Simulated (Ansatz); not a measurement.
This geometry of BF3H2O (7 atoms, charge 0, multiplicity 1) is a first-order saddle point.

All numbers below come from RKS revPBE-D4/def2-SVP in Ansatz 0.2.0.

```xyz
7
Properties=species:S:1:pos:R:3
B 0.054 -0.280 -0.065
F -0.028 0.080 1.585
F 1.185 0.263 -0.539
F -1.130 0.051 -0.626
O 0.169 -1.725 0.362
H -0.655 -2.202 0.142
H 0.048 -1.041 1.455
```

(1) Which two structures does it join? (They come from a converged band through this point; their orientation in space is the band's.)

(2) How far does it lie above each of them?

Results:

(1) Bonds broken: B1–F2, O5–H7. Bonds formed: F2–H7. BF3H2O becomes BF2HO + FH.

First end point:

```xyz
7
Properties=species:S:1:pos:R:3
B 0.042 0.033 0.073
F -0.062 0.545 1.336
F 1.195 0.255 -0.593
F -1.110 -0.014 -0.660
O 0.171 -1.763 0.508
H -0.667 -2.139 0.170
H 0.072 -1.770 1.482
```

Last end point:

```xyz
7
Properties=species:S:1:pos:R:3
B 0.046 -0.450 -0.447
F -0.048 -0.014 2.191
F 1.168 0.249 -0.585
F -1.105 0.034 -0.928
O 0.110 -1.700 0.131
H -0.764 -2.133 0.121
H 0.234 -0.839 1.831
```

(2) 0.88 eV above the first and 0.43 eV above the second. This is the barrier of this one path; another mechanism may lie lower. The orbitals stay closed-shell, which can raise the energy where a bond breaks towards radicals; this wasn't checked here.

The run took 3 min on 1 thread of Intel(R) Xeon(R) Platinum 8259CL CPU @ 2.50GHz (Skylake/Cascade Lake), on a shared host, peak memory 0.16 GiB.
